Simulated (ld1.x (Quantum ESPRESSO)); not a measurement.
**How hard is this silver (Ag) PAW potential?**

```json
{"Element": "Ag (Z = 47)", "Generator": "ld1.x (Quantum ESPRESSO) 7.5", "Type": "PAW", "Functional": "PBE", "Relativity": "scalar-relativistic", "Frozen core": "[Kr]", "Valence charge": "11", "Reference configuration": "4d9 5s2 5p0", "Partial waves": "5s (bound): rcut 2.45, rcutus 2.75 bohr; 5s channel at 0.35 Ry: rcut 2.45, rcutus 2.75 bohr; 5p (bound, empty): rcut 2.00, rcutus 2.75 bohr; 5p channel at 0.65 Ry: rcut 2.00, rcutus 2.75 bohr; 4d (bound): rcut 1.55, rcutus 2.10 bohr; 4d channel at 2.4 Ry: rcut 1.55, rcutus 2.10 bohr", "Local potential": "all-electron potential smoothed inside 1.95 bohr (lloc = -1)", "Core correction": "Bessel-smoothed model core inside 1.70 bohr", "Augmentation charge": "BESSEL, radius 1.10 bohr"}
```

The pseudo-atom Hamiltonian at the reference potential is diagonalised in spherical Bessel functions j_l(qr) that vanish at 20 bohr, with q² up to the cutoff. All-electron valence levels (Ry): 5s -0.4081, 5p -0.0903, 4d -0.7872.

Problem. How do the lowest levels (Ry) of each channel move with the cutoff, and are there ghosts?

Solution.

| cutoff (Ry) | s #1 | p #1 | d #1 | f #1 | Σ f·Δε (mRy) |
| --- | --- | --- | --- | --- | --- |
| 8 | -0.4080 | -0.0903 | 0.0507 | 0.1120 | 7541.4 |
| 12 | -0.4081 | -0.0903 | -0.5779 | 0.1120 | 1884.0 |
| 15 | -0.4081 | -0.0903 | -0.7137 | 0.1120 | 661.4 |
| 21 | -0.4081 | -0.0903 | -0.7848 | 0.1120 | 21.3 |
| 25 | -0.4081 | -0.0903 | -0.7865 | 0.1120 | 6.0 |
| 35 | -0.4081 | -0.0903 | -0.7869 | 0.1120 | 2.2 |
| 40 | -0.4081 | -0.0903 | -0.7871 | 0.1120 | 0.6 |
| 50 | -0.4081 | -0.0903 | -0.7871 | 0.1120 | 0.4 |
| 400 | -0.4081 | -0.0903 | -0.7872 | 0.1120 | 0.0 |

Result: no extra level below or beside the all-electron valence levels (s, p, d, f tested); 10 mRy is reached at 25 Ry and 1 mRy at 40 Ry.
